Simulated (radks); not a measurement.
Minus the highest occupied eigenvalue as an estimate of the ionisation energy, Yb40+ to Yb59+. The LB94 potential has the -1/r tail that LDA and GGA lack but no energy functional. Method: Dirac Kohn-Sham, LB94 model potential, spin-unpolarised, spherical densities, finite nucleus; open shells fill j = l - 1/2 first; Fermi nuclear charge, rms radius 5.3108 fm; computed with a radial shooting solver on a logarithmic mesh with Libxc functionals.

species  configuration   HOMO  -e(HOMO) (eV)  <r> (bohr)  IE, NIST (eV)       kind
Yb40+    [Ar] 3d10 4s2  4s1/2         1997.4       0.424           1978     theory
Yb41+    [Ar] 3d10 4s1  4s1/2         2053.9       0.421           2036  semi-emp.
Yb42+        [Ar] 3d10  3d5/2         3424.5       0.192           3443     theory
Yb43+         [Ar] 3d9  3d5/2         3543.4       0.190           3555     theory
Yb44+         [Ar] 3d8  3d5/2         3663.7       0.188           3677     theory
Yb45+         [Ar] 3d7  3d5/2         3785.6       0.187           3805     theory
Yb46+         [Ar] 3d6  3d5/2         3909.0       0.185           3929     theory
Yb47+         [Ar] 3d5  3d5/2         4033.9       0.184           4051     theory
Yb48+         [Ar] 3d4  3d3/2         4219.4       0.178           4238     theory
Yb49+         [Ar] 3d3  3d3/2         4349.6       0.177           4364     theory
Yb50+         [Ar] 3d2  3d3/2         4481.2       0.176           4502     theory
Yb51+         [Ar] 3d1  3d3/2         4614.3       0.174           4630     theory
Yb52+             [Ar]  3p3/2         4984.2       0.201           4988     theory
Yb53+     [Ne] 3s2 3p5  3p3/2         5101.1       0.200           5101     theory
Yb54+     [Ne] 3s2 3p4  3p3/2         5218.8       0.199           5224     theory
Yb55+     [Ne] 3s2 3p3  3p3/2         5337.5       0.198           5339     theory
Yb56+     [Ne] 3s2 3p2  3p1/2         5742.8       0.186           5731     theory
Yb57+     [Ne] 3s2 3p1  3p1/2         5869.7       0.185           5860     theory
Yb58+         [Ne] 3s2  3s1/2         6136.8       0.196           6111     theory
Yb59+         [Ne] 3s1  3s1/2         6257.3       0.195           6236     theory

Reference values: NIST Atomic Spectra Database (exp. = measured, semi-emp. = semi-empirical, theory = theoretical value adopted there). Spin polarisation and multiplet splitting are left out.

Beside tabulated values, note that spin-unpolarised runs miss the spin-polarisation part of the exchange energy of open shells.
